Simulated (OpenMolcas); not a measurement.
**Nb4+: moving or changing the point charges**

Nb4+ among 4 point charges of -1 e arranged as a tetrahedron (Td), 2.01 Å from the ion.

```json
{
  "Program": "OpenMolcas 26.06",
  "Method": "SS-CASPT2, IPEA 0.25 Eh, imaginary shift 0.1 Eh (closed shells correlated: 4s 4p)",
  "Basis": "ANO-RCC-VTZP [7s6p4d2f1g]",
  "Scalar Hamiltonian": "DKH2, point nucleus",
  "Active space": "1 electron in 5 orbitals (4d)",
  "State averaging": "2S+1 = 2 even, 5 roots",
  "Spin-orbit coupling": "RASSI with atomic mean-field integrals over the reference wave functions"
}
```

Runs around this geometry, states (labels of Td). Energies in cm-1 above the lowest state or level, χT in cm3 K/mol; 10Dq is the gap between the two states; 10Dq is negative for this site.

| R (Å) | q (e) | Ground state | First state of that spin | 10Dq | First gap with spin-orbit (degeneracies) | χT at 300 K |
| --- | --- | --- | --- | --- | --- | --- |
| 2.01 | -0.5 | 2E | 2T2 1360 | -1364 | 2050 (4, 4) | 0.258 |
| 1.83 | -1 | 2E | 2T2 3720 | -3720 | 3800 (4, 4) | 0.243 |
| 2.01 | -1 | 2E | 2T2 2520 | -2524 | 2800 (4, 4) | 0.232 |
| 2.19 | -1 | 2E | 2T2 1820 | -1822 | 2310 (4, 4) | 0.241 |

Taking |10Dq| as R^-n, n = -ln(1822 / 3720) / ln(2.19 / 1.83) = 4.0 between the shortest and longest distance. The point-charge formula for a cubic d site gives n = 5.

Scaling the charges by -0.5 / -1 = 0.50 scales |10Dq| by 1364 / 2524 = 0.54; with fixed orbitals a first-order splitting would follow the charge.

Roots that are degenerate in the reference are averaged as groups; the widest CASPT2 spread within a group is 140 cm-1 (the 3-fold group of multiplicity 2 near 1360 cm-1 above the lowest state of its run, R = 2.01, q = -0.5). Shifts and gaps below about the spread of the groups concerned are not significant. An orbital doublet at a regular site is open to a Jahn-Teller distortion, which this geometry leaves out. The ground term spreads over less than 5000 cm-1, several times less than with real ligands, so orbital moments are less quenched and χT lies further from the spin-only value than at real sites. Free-ion shares, where given, are those of the reference states; single-state CASPT2 does not remix them. Point charges carry no covalency, so the field is a model and not that of real ligands. No measured value stands beside these numbers.
